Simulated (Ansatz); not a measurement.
`[SH][Ga]([SH])[Br]` + CH₄ → `[CH3][Ga]([SH])[Br]` + H₂S  (formal exchange of groups at a Ga–S bond)

Calculated with Ansatz (gas phase, PBE0-D4/def2-TZVP geometries, no zero-point term in ΔE). CBS: MP2 limit from def2 TZ/QZ plus the TZ coupled-cluster correction, frozen cores. This one scheme is used for every species. For Br, Ga outer-core shells are correlated without core-valence functions, which leaves a few kJ/mol of doubt a bond. Scalar relativity is left out up to krypton. Each species was taken in one conformer, which may not be the lowest.

```tsv
species	CCSD(T)/CBS(def2) energy (Eh)
`[SH][Ga]([SH])[Br]`	-5294.14962
CH₄	-40.46206
`[CH3][Ga]([SH])[Br]`	-4935.60396
H₂S	-398.97279
```

(1) Work out ΔE.

Largest T1 diagnostic among the species: 0.011.

Results:

(1) ΔE = (-4935.60396) + (-398.97279) − (-5294.14962) − (-40.46206) = 0.03493 Eh = +0.95 eV.

In def2-TZVPP, CCSD(T) changes the Hartree–Fock value by −0.08 eV (the triples alone add +0.01 eV) and MP2 by −0.04 eV.
